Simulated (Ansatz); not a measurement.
One change: `[NH2][Hf]([NH2])([NH2])[F]` becomes `C[N](C)[Hf]([NH2])([NH2])[F]`.

Ansatz, PBE0-D4/def2-TZVP geometries, multiplicity 1. Each molecule was computed in one conformer, which needn't be the lowest.

Elements past krypton have def2 core potentials.

```tsv
property	`[NH2][Hf]([NH2])([NH2])[F]`
HOMO energy (PBE/def2-TZVPP) / eV	-5.67
LUMO energy (PBE0/def2-TZVPP) / eV	-0.04
LUMO energy (B3LYP/def2-TZVPP) / eV	-0.35
HOMO energy (ωB97M-V/def2-TZVPP) / eV	-9.45
HOMO energy (PBE0/def2-TZVPP) / eV	-7.07
HOMO energy (B3LYP/def2-TZVPP) / eV	-6.83
```

(1) Give the same properties after the change, and the shifts. (Best estimate.)

Results:

(1) The calculation gave: 
| property | `C[N](C)[Hf]([NH2])([NH2])[F]` | shift |
| --- | --- | --- |
| HOMO energy (PBE/def2-TZVPP) / eV | -5.04 | 0.63 |
| LUMO energy (PBE0/def2-TZVPP) / eV | 0.03 | 0.07 |
| LUMO energy (B3LYP/def2-TZVPP) / eV | -0.27 | 0.08 |
| HOMO energy (ωB97M-V/def2-TZVPP) / eV | -8.59 | 0.86 |
| HOMO energy (PBE0/def2-TZVPP) / eV | -6.30 | 0.77 |
| HOMO energy (B3LYP/def2-TZVPP) / eV | -6.11 | 0.72 |

With PBE0 the HOMO rises by 0.77 eV and the LUMO rises by 0.07 eV, so the gap narrows by about 0.70 eV. PBE moves the HOMO by 0.63 eV and ωB97M-V by 0.86 eV.

B3LYP here is the variant with VWN-RPA as its local correlation; programs differ in this.
